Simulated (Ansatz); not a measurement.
Single points on Si2Mo.

```yaml
crystal:
  periodic: [false, false, false]
  atoms:
    - {symbol: Mo, position_ang: [0.829251, 0.170270, -0.892800]}
    - {symbol: Si, position_ang: [-1.232927, -0.430256, -0.379476]}
    - {symbol: Si, position_ang: [0.403676, 0.259987, 1.272275]}
basis:
  gaussian: {orbitals: def2-TZVP, initial_orbitals: start.molden}
hamiltonian: {xc: pbe, dispersion: d4}
scf: {omitted_lower_state_checks: [starts]}
output: {orbitals: {seedname: orbitals}}
```

The file start.molden holds the orbitals of an earlier run on this structure, at another level or in another basis.

```sh
$ ansatz run in.yaml --threads 4 --pin off --events-out ev --progress --plain --max-ram 3916MiB
```

It prints (some lines left out):

```
Functional definition: PBE
812 factors; their error is unknown
mean field evaluation 1: about -17601.2509 eV, gradient 8.9e0 eV
mean field evaluation 2: about -17601.3438 eV, gradient 1.9e-1 eV
mean field evaluation 4: about -17601.3318 eV, gradient 1.1e-1 eV
mean field -17601.33184178 eV, -646.8370145740 hartree, gradient 7.6e-5 eV, S^2 0.000000; 0 other end points of the search recorded, 0 dependent functions left out
reference -17601.33187607 eV, -646.8370158344 hartree; 21, 21 occupied and 93, 93 virtual orbitals, 812 factors
Total energy: -17601.47699912 eV, -646.8423490082 hartree
Checks for a lower state left out: starts
```

Hardware: 4 threads of Arm Neoverse V1 on a shared host. Wall time 1.4 s.

The first input with `hamiltonian: {xc: {text: "exchange = 0.50*pbe_x + 0.50*exact_x\ncorrelation = pbe_c"}}` (abridged; 4.1 s):

```
Functional definition: unnamed
mean field evaluation 16: about -17600.8551 eV, gradient 2.7e-5 eV
mean field -17600.85508592 eV, -646.8194941196 hartree, gradient 2.7e-5 eV, S^2 0.000000
Total energy: -17600.85510331 eV, -646.8194947584 hartree
Checks for a lower state left out: starts
```

Geometry: PBE0-D4/def2-TZVP.

In the def2 sets Mo takes a core potential; there is no spin–orbit coupling. At PBE-D4/def2-TZVP the restricted singlet is unstable: a solution with broken spin symmetry lies lower. The restricted singlet is unstable towards broken spin symmetry at other levels; at PBE with 50 % exact exchange/def2-TZVP this wasn't settled. At PBE0-D4/def2-TZVP a triplet of charge 0 lies 0.66 eV below the restricted singlet, each at its own geometry. The structure comes from a short search, and lower isomers may exist.
